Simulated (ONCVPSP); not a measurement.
## What one change does to a pseudopotential (tellurium (Te), ONCV)

* Element: Te (Z = 52)
* Generator: ONCVPSP 4.0.1
* Type: optimised norm-conserving Vanderbilt (ONCV)
* Functional: PBE
* Relativity: scalar-relativistic
* Frozen core: [Kr] 4d10
* Valence charge: 6
* Reference configuration: 5s2 5p3.5 (charge +0.5)
* Partial waves: 5s: rc 1.90 bohr, ncon 4, nbas 8, qcut 2.8 1/bohr, 2 projectors, debl 2.5 Ha; 5p: rc 2.25 bohr, ncon 4, nbas 8, qcut 3.1 1/bohr, 2 projectors, debl 3.9 Ha; d scattering state at 0.38 Ha: rc 1.75 bohr, ncon 4, nbas 7, qcut 5.4 1/bohr, 3 projectors, debl 2.8 Ha
* Local potential: polynomial inside 1.30 bohr (lpopt 5, dvloc0 1 Ha)
* Core correction: Teter function fitted to the true core (icmod 2), fcfact 0.55

Change: s: qcut 1.8; p: qcut 2; d: qcut 3.5.

Cutoffs: the cutoffs (Ha) at which the residual kinetic energy of the hardest occupied pseudo-wave falls to 1 and 0.1 mHa per electron; they do not see the model core or the augmentation charge, which bear on the density cutoff. Errors are all-electron minus pseudo energies relative to the spin-unpolarised reference configuration.

Predict the effect on cutoff, ghosts and configuration errors.

The potential gets harder (40 Ha and 49 Ha → 44 Ha and 52 Ha); both files keep a bound ghost (d, s); of the 4 tests that both files solve, the error grows in 1 and shrinks in 0 by more than 15 % and 0.3 meV (median size 5.9 → 6.4 meV); the range in which the s phases agree widens (upper end -0.4 → 4.5).

| quantity | base | changed |
| --- | --- | --- |
| cutoff, loose | 40 Ha | 44 Ha |
| cutoff, tight | 49 Ha | 52 Ha |
| loose cutoff by channel | s 40 Ha, p 11 Ha | s 44 Ha, p 13 Ha |
| bound ghosts | d, s | d, s |
| GHOST(+) flags under 300 eV | p at 104.8 eV | p at 105.0 eV |
| error for 5s2 5p4, meV [ΔE -3.90 eV] | +1.3 | +1.3 |
| error for 5s2 5p3, meV [ΔE 5.83 eV] | -1.5 | -1.5 |
| error for 5s2 5p2, meV [ΔE 23.76 eV] | -10 | -11 |
| error for 5s1 5p4, meV [ΔE 15.67 eV] | -16 | -20 |
| s: phases at 1.93 bohr within 0.05 rad from the reference energy up to (Ha; the scan ends near 5) | -0.4 | 4.5 |
| p: phases at 2.28 bohr within 0.05 rad from the reference energy up to (Ha; the scan ends near 5) | 3.8 | 3.8 |
| d: phases at 1.77 bohr within 0.05 rad from the reference energy up to (Ha; the scan ends near 5) | to the end of the scan | to the end of the scan |
| rms error of d²Exc/dni dnj with the model core, mHa | 0.35 | 0.24 |

 A true bound ghost makes a file unfit for plane-wave use even where its test errors are small: the radial tests pick states by their node count and pass the ghost by.
